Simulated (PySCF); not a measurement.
Si²⁺: excitation energy

Si²⁺ [Ne] 3s2 (1S) → Si²⁺ [Ne] 3s1 3p1 (3P), as a difference of total energies. Computed with PySCF 2.14 in x2c-QZVPPall, with scalar relativity by spin-free X2C-1e. Correlated levels: valence and next inner shell: 1s2 frozen. The calculations carry no spin-orbit coupling.

```csv
method,excitation energy (cm⁻¹)
UHF,42948
MP2 (valence and next inner shell),51472
SCS-MP2 (valence and next inner shell),52965
CCSD (valence and next inner shell),52827
CCSD(T) (valence and next inner shell),53102
```

A first-order spin-orbit estimate (lowest level to lowest level, LS coupling) adds -0.028 eV.

The basis was made for the ground configuration and has no added diffuse functions, so the excitation energy can come out too high.
